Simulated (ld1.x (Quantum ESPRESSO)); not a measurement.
**strontium (Sr): one change to a TM potential, before and after**

```json
{
  "Element": "strontium (Sr)",
  "Generator": "ld1.x (Quantum ESPRESSO) 7.5",
  "Type": "norm-conserving Troullier–Martins (Kleinman–Bylander form)",
  "Functional": "PBE",
  "Relativity": "scalar-relativistic",
  "Frozen core": "[Ar] 3d10 4s2",
  "Valence charge": "8",
  "Reference configuration": "4p6 4d0 5s1.75 5p0.25",
  "Partial waves": "5s (bound): rc 2.75 bohr; 4d (bound, empty): rc 2.30 bohr; 4p (bound): rc 1.55 bohr",
  "Local potential": "the p channel",
  "Core correction": "none"
}
```

Occupied shells without a wave of their own: 5p. They enter only through the test configuration that unscreens the potential.

All-electron outer shells of the reference configuration (PBE, scalar-relativistic, ld1.x):

| shell | level (eV) | outermost node (bohr) | outermost maximum (bohr) |
| --- | --- | --- | --- |
| 3d | -128.36 | – | 0.38 |
| 4s | -41.24 | 0.59 | 1.19 |
| 4p | -23.16 | 0.61 | 1.33 |
| 5s | -3.70 | 1.65 | 3.67 |
| 4d | -1.51 | 0.65 | 2.09 |
| 5p | -1.43 | 1.96 | 4.83 |

Change: wave 4p (bound): rc 1.55 bohr becomes 4p (bound): rc 1.84 bohr.

Cutoffs: the cutoffs (Ry, on a coarse ladder) from which the occupation-weighted sum of valence levels, in a spherical-Bessel basis at the reference potential, stays within 10 and 1 mRy of its value at 400 Ry; they do not see the model core or the augmentation charge, which bear on the density cutoff. Errors are all-electron minus pseudo energies relative to the spin-unpolarised reference configuration.

Question: How do hardness, ghosts and transferability respond?

Answer: The potential gets softer (40 Ry and 80 Ry → 30 Ry and 55 Ry); both files keep a bound ghost (s); of the 7 tests that both files solve, the error grows in 4 and shrinks in 1 by more than 15 % and 0.3 meV (median size 5.0 → 6.6 meV); the range in which the s phases agree widens (upper end 0.1 → 2.9); the range in which the p phases agree narrows (upper end at the end of the scan → 0.6). A larger radius leaves more room for a smooth pseudo-wave, so fewer plane waves are needed.

```tsv
quantity	base	changed
cutoff, loose	40 Ry	30 Ry
cutoff, tight	80 Ry	55 Ry
loose cutoff by channel (10 mRy a level)	s 8 Ry, p 30 Ry	s 8 Ry, p 15 Ry
bound ghosts	s	s
error for 4p6 4d0 5s2 5p0, meV [ΔE -0.56 eV]	-1.3	-2.9
error for 4p6 4d0 5s1 5p0, meV [ΔE 5.32 eV]	-7.0	-6.6
error for 4p6 4d0 5s0 5p0, meV [ΔE 16.33 eV]	+31	+25
error for 4p6 4d0.5 5s1.5 5p0, meV [ΔE 0.58 eV]	-5.0	-4.9
error for 4p6 4d0 5s1.5 5p0, meV [ΔE 1.78 eV]	-3.3	-4.9
error for 4p6 4d0 5s1 5p1, meV [ΔE 1.74 eV]	+4.4	+11
error for 4p6 4d0 5s0 5p2, meV [ΔE 4.14 eV]	+17	+33
s: phases at 2.98 bohr within 0.05 rad from the reference energy up to (Ry; the scan ends near 5)	0.1	2.9
p: phases at 2.98 bohr within 0.05 rad from the reference energy up to (Ry; the scan ends near 5)	to the end of the scan	0.6
d: phases at 2.98 bohr within 0.05 rad from the reference energy up to (Ry; the scan ends near 5)	1.6	1.5
```

 A true bound ghost makes a file unfit for plane-wave use even where its test errors are small: the radial tests pick states by their node count and pass the ghost by.
